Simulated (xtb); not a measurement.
H$_{3}$Al (SMILES [AlH3]), singlet, geometry from GFN2-xTB (such geometries of metal compounds can be far from the true shape); xtb with GFN2-xTB with ALPB(water).

Here is a job for xtb.
```
$ xtb mol.xyz --gfn 2 --chrg 0 --uhf 0 --alpb water --json

# file mol.xyz
4

Al    -0.00000000    -0.00000000    -0.00000000
H      0.64279377    -0.45514932     1.33855567
H     -0.27575805     1.50677855    -0.25622634
H     -0.36703572    -1.05162922    -1.08232933
```

The log (banner, timings and long lists left out):

```
   ID    Z sym.   atoms
    1   13 Al     1
    2    1 H      2-4

           -------------------------------------------------
          |                Calculation Setup                |
           -------------------------------------------------

           -------------------------------------------------
          |                 G F N 2 - x T B                 |
           -------------------------------------------------

      * Solvation model:               ALPB
        Solvent                        water
        Parameter file                 internal GFN2-xTB/ALPB
        Dielectric constant                8.0200E+01
        Reference state                gsolv [1 M gas/solution]
        Free energy shift                  1.0808E-03 Eh       6.7819E-01 kcal/mol
        Temperature                        2.9815E+02 K
        Density                            1.0000E+00 kg/L
        Solvent mass                       1.8000E+01 g/mol
        Interaction kernel             P16
        Born radius scaling (c1)           1.4744E+00
        Born radii integrator          GBOBC
        Born offset                        0.0000E+00 a0       0.0000E+00 AA
        H-bond correction              true
        Ion screening                  false
        Surface tension                    1.0000E-05 Eh       1.5569E+01 dyn/cm
        Grid points                               230 per atom

          ...................................................
          :                      SETUP                      :
          :.................................................:
          :  # basis functions                  13          :
          :  # atomic orbitals                  12          :
          :  # shells                            6          :
          :  # electrons                         6          :
          :  max. iterations                   250          :
          :  Hamiltonian                  GFN2-xTB          :
          :  restarted?                      false          :
          :  GBSA solvation                   true          :
          :  PC potential                    false          :
          :  electronic temp.          300.0000000     K    :
          :  accuracy                    1.0000000          :
          :  -> integral cutoff          0.2500000E+02      :
          :  -> integral neglect         0.1000000E-07      :
          :  -> SCF convergence          0.1000000E-05 Eh   :
[...]
         :: total energy              -2.589982047226 Eh    ::
[...]
         9                         -0.1619081              -4.4057
        10                          0.5486019              14.9282
        11                          0.8567834              23.3143
        12                          0.8567849              23.3143
      -------------------------------------------------------------
                  HL-Gap            0.1975588 Eh            5.3758 eV
             Fermi-level           -0.3373269 Eh           -9.1791 eV

     #   Z          covCN         q      C6AA      α(0)
     1  13 Al       2.640     0.486    91.333    19.515
     2   1 H        0.880    -0.162     8.368     4.529
     3   1 H        0.880    -0.162     8.367     4.528
     4   1 H        0.880    -0.162     8.368     4.528

 Mol. C6AA /au·bohr⁶  :        325.919929
 Mol. C8AA /au·bohr⁸  :      15085.225922
 Mol. α(0) /au        :         33.100527

Wiberg/Mayer (AO) data.
largest (>0.10) Wiberg bond orders for each atom

 ---------------------------------------------------------------------------
     #   Z sym  total        # sym  WBO       # sym  WBO       # sym  WBO
 ---------------------------------------------------------------------------
     1  13 Al   2.721 --     3 H    0.907     4 H    0.907     2 H    0.907
     2   1 H    0.974 --     1 Al   0.907
     3   1 H    0.974 --     1 Al   0.907
     4   1 H    0.974 --     1 Al   0.907
 ---------------------------------------------------------------------------

Topologies differ in total number of bonds
Writing topology from bond orders to xtbtopo.mol

molecular dipole:
                 x           y           z       tot (Debye)
 q only:       -0.000       0.000      -0.000
   full:       -0.000       0.000      -0.000       0.000
molecular quadrupole (traceless):
                xx          xy          yy          xz          yz          zz
 q only:        1.552       0.280      -1.017      -1.153      -0.124      -0.536
  q+dip:        0.903       0.163      -0.591      -0.671      -0.072      -0.311
   full:        4.946       0.891      -3.240      -3.674      -0.395      -1.706

           -------------------------------------------------
          | TOTAL ENERGY               -2.589982047226 Eh   |
          | GRADIENT NORM               0.001238137349 Eh/α |
          | HOMO-LUMO GAP               5.375847271016 eV   |
           -------------------------------------------------

normal termination of xtb
```
